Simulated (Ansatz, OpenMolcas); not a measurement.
# Computed against measured: atomisation enthalpy at 298 K

6 molecules holding an element from Na to Cl; the atomisation enthalpy at 298 K in kJ/mol, computed less measured. Shapes, held fixed at every level: PBE0-D4/def2-TZVP. Flexible molecules stand in one conformer, not always the lowest. Thermal terms are harmonic and unscaled (PBE0-D4/def2-TZVP); the spin-orbit lowering of the free atoms is taken from their spectra. Programs: Ansatz 0.2.0, OpenMolcas 26.06. Measured values: Active Thermochemical Tables, NIST-JANAF tables.

Levels: A = revPBE/6-311+G**; B = PBE0-D4/def2-TZVPP; C = CAM-B3LYP/6-311+G**.

```tsv
molecule	from tabulated heats	A	B	C
BCl3 (boron trichloride)	1337	-33	+34	-49
S2F2 (SMILES FSSF)	1049	-112	-14	-163
PF3 (phosphorus trifluoride)	1513	-168	-40	-129
CHClF2 (difluorochloromethane)	1698	-42	+13	-38
SiH2Cl2 (SMILES Cl[SiH2]Cl)	1449	-118	-18	-83
SF4 (sulfur tetrafluoride)	1358	-177	-7	-196
```

Task: Which level does best on this set, which worst, and which err to one side?

Result: 
| level | kind | mean error | mean absolute error | worst case |
| --- | --- | --- | --- | --- |
| revPBE/6-311+G** | GGA | -108.3 | 108.3 | SF4 |
| PBE0-D4/def2-TZVPP | global hybrid | -5.3 | 21.0 | PF3 |
| CAM-B3LYP/6-311+G** | range-separated hybrid | -109.7 | 109.7 | SF4 |

On this set PBE0-D4/def2-TZVPP has the smallest mean absolute error and CAM-B3LYP/6-311+G** the largest. Without SF4 the largest would be that of revPBE/6-311+G**. revPBE/6-311+G** is too low in 6 of 6; PBE0-D4/def2-TZVPP is too low in 4 of 6; CAM-B3LYP/6-311+G** is too low in 6 of 6. The heats of PF3, SiH2Cl2 come from older tables and can be uncertain by 10 kJ/mol or more. The tabulated values of BCl3, S2F2, SF4 are in doubt (older tables, estimates, or at odds with other calculations) and kept here. Over the 3 molecules whose values aren't doubted the mean absolute errors are A 109.3; B 23.7; C 83.3. The largest two are near a tie. The set is small.
